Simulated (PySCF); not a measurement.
C₅H₇O₂P.
Atom-mapped SMILES: `[CH3:1][O:2][c:3]1[cH:4][p:5][c:6]([CH3:7])[o:8]1` (hydrogens: H9, H10, H11 on C1; H12 on C4; H13, H14, H15 on C7)

The same species was optimised twice, with GFN2-xTB and with PBE0-D3(BJ)/def2-SVP (PySCF), and the same property calculations (PySCF, gas phase) were run on both structures.

```
     coordinate  GFN2-xTB  PBE0-D3(BJ)/def2-SVP  change
      O2–C3 (Å)     1.344                 1.327  -0.017
      C4–P5 (Å)     1.766                 1.778  +0.012
      C6–C7 (Å)     1.489                 1.482  -0.007
      C1–O2 (Å)     1.415                 1.411  -0.004
      C6–O8 (Å)     1.359                 1.363  +0.004
      C3–O8 (Å)     1.338                 1.341  +0.003
      C3–C4 (Å)     1.358                 1.361  +0.003
      P5–C6 (Å)     1.711                 1.710  -0.001
   O2–C3–C4 (°)     125.5                 128.1    +2.6
   P5–C6–C7 (°)     129.3                 131.5    +2.2
   C1–O2–C3 (°)     116.3                 118.5    +2.2
   O2–C3–O8 (°)     118.6                 116.5    -2.1
   C7–C6–O8 (°)     116.0                 114.6    -1.4
   C3–O8–C6 (°)     111.0                 112.1    +1.1
   P5–C6–O8 (°)     114.7                 113.9    -0.8
   C4–P5–C6 (°)      88.1                  88.7    +0.6
C1–O2–C3–C4 (°)       180                   178      -2
```

Rotational constants: A = 3226, B = 1349, C = 962.9 MHz (GFN2-xTB) against A = 3176, B = 1362, C = 964.7 MHz (PBE0-D3(BJ)/def2-SVP). Point groups within 0.08 Å: Cs and Cs.

On the GFN2-xTB structure: lowest singlet, TDDFT (eV) 4.65 [B3LYP/def2-SVPD]; lowest triplet, Tamm–Dancoff (eV) 2.96 [B3LYP/def2-SVPD]; isotropic polarisability (au) 91.6 [B3LYP/def2-SVPD]; HOMO (eV) -5.77 [B3LYP/def2-SVPD]; LUMO (eV) -0.79 [B3LYP/def2-SVPD]; dipole (D) 2.51 [B3LYP/def2-SVPD]; HOMO (eV) -5.96 [PBE0/pcSseg-1]; LUMO (eV) -0.57 [PBE0/pcSseg-1]; dipole (D) 2.76 [PBE0/pcSseg-1]; GIAO shielding of C1 (ppm) 130.4 [PBE0/pcSseg-1]; GIAO shielding of O2 (ppm) 232.9 [PBE0/pcSseg-1]; GIAO shielding of C3 (ppm) 16.1 [PBE0/pcSseg-1]; GIAO shielding of C4 (ppm) 88.8 [PBE0/pcSseg-1]; GIAO shielding of P5 (ppm) 185.2 [PBE0/pcSseg-1]; GIAO shielding of C6 (ppm) -6.0 [PBE0/pcSseg-1]; GIAO shielding of C7 (ppm) 165.1 [PBE0/pcSseg-1]; GIAO shielding of O8 (ppm) 4.0 [PBE0/pcSseg-1].

Problem. What do these properties become on the PBE0-D3(BJ)/def2-SVP structure?

Solution. 
```
                                    property            level  on GFN2-xTB  on PBE0-D3(BJ)/def2-SVP  change
                  lowest singlet, TDDFT (eV)  B3LYP/def2-SVPD         4.65                     4.65    0.00
           lowest triplet, Tamm–Dancoff (eV)  B3LYP/def2-SVPD         2.96                     2.96    0.00
               isotropic polarisability (au)  B3LYP/def2-SVPD         91.6                     92.5    +0.9
                                   HOMO (eV)  B3LYP/def2-SVPD        -5.77                    -5.77    0.00
                                   LUMO (eV)  B3LYP/def2-SVPD        -0.79                    -0.79    0.00
                                  dipole (D)  B3LYP/def2-SVPD         2.51                     2.59   +0.08
energy, GFN2-xTB geometry as zero (kcal/mol)  B3LYP/def2-SVPD          0.0                     -1.0    -1.0
                                   HOMO (eV)    PBE0/pcSseg-1        -5.96                    -5.97   -0.01
                                   LUMO (eV)    PBE0/pcSseg-1        -0.57                    -0.58   -0.01
                                  dipole (D)    PBE0/pcSseg-1         2.76                     2.85   +0.09
energy, GFN2-xTB geometry as zero (kcal/mol)    PBE0/pcSseg-1          0.0                     -0.6    -0.6
                  GIAO shielding of C1 (ppm)    PBE0/pcSseg-1        130.4                    129.4    -1.0
                  GIAO shielding of O2 (ppm)    PBE0/pcSseg-1        232.9                    235.6    +2.7
                  GIAO shielding of C3 (ppm)    PBE0/pcSseg-1         16.1                     17.2    +1.1
                  GIAO shielding of C4 (ppm)    PBE0/pcSseg-1         88.8                     89.9    +1.1
                  GIAO shielding of P5 (ppm)    PBE0/pcSseg-1        185.2                    180.6    -4.6
                  GIAO shielding of C6 (ppm)    PBE0/pcSseg-1         -6.0                     -5.1    +0.9
                  GIAO shielding of C7 (ppm)    PBE0/pcSseg-1        165.1                    164.3    -0.8
                  GIAO shielding of O8 (ppm)    PBE0/pcSseg-1          4.0                     -2.5    -6.5
```

The heavy atoms differ by 0.029 Å rms after alignment. Among bonds between heavy atoms O2–C3 changes most (-0.017 Å). Changes are differences of the printed values. Neither structure is proved a minimum here.

The values belong to the conformer `[CH3:1][O:2][c:3]1[cH:4][p:5][c:6]([CH3:7])[o:8]1`: C1–O2–C3–C4 178°.
